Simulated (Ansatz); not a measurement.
# Relaxing a trial structure of F2GeH5N2+

The starting geometry of this gas-phase singlet was optimised with GFN2-xTB; its bonds are those of `N[NH2+][GeH]([F])[F]`.

```yaml
atoms:
  - { symbol: F, position_ang: [-0.6538, -1.7529, 1.5600] }
  - { symbol: F, position_ang: [0.2123, -0.7556, -0.7952] }
  - { symbol: Ge, position_ang: [0.1406, -0.4215, 0.8680] }
  - { symbol: N, position_ang: [-1.0231, 2.0948, 0.2705] }
  - { symbol: N, position_ang: [-1.4935, 0.8183, 0.7259] }
  - { symbol: H, position_ang: [-0.6249, 2.0120, -0.6647] }
  - { symbol: H, position_ang: [-1.7713, 2.7869, 0.2409] }
  - { symbol: H, position_ang: [-1.9173, 0.9430, 1.6563] }
  - { symbol: H, position_ang: [-2.2183, 0.3774, 0.1249] }
  - { symbol: H, position_ang: [1.3447, 0.1878, 1.4998] }
```

Predict what it relaxes into with PBE-D3(BJ)/def2-SVP.

It keeps its bonds, and is `N[NH2+][GeH]([F])[F]`.

The energy falls by 0.12 eV over 13 steps:

| step | E − E(last) (eV) |
| --- | --- |
| 1 | 0.125 |
| 2 | 0.038 |
| 4 | 0.013 |
| 5 | 0.008 |
| 6 | 0.003 |
| 8 | 0.000 |
| 9 | 0.000 |
| 10 | 0.000 |
| 12 | 0.000 |
| 13 | 0.000 |

Final geometry (Å):

```xyz
10

F    -0.7121   -1.8698    1.2863
F     0.4038   -0.3834   -0.8350
Ge    0.0975   -0.4135    0.8612
N    -0.9927    2.0189    0.1169
N    -1.4639    0.8531    0.8120
H    -0.7935    1.7447   -0.8571
H    -1.7269    2.7422    0.1122
H    -1.7075    1.1234    1.7840
H    -2.3106    0.3810    0.4185
H     1.2014    0.0934    1.7873
```

Frequencies at the end are all real (lowest 75 cm⁻¹). Run with Ansatz 0.2.0, 21 s on 2 threads of Arm Neoverse V2 (shared host).
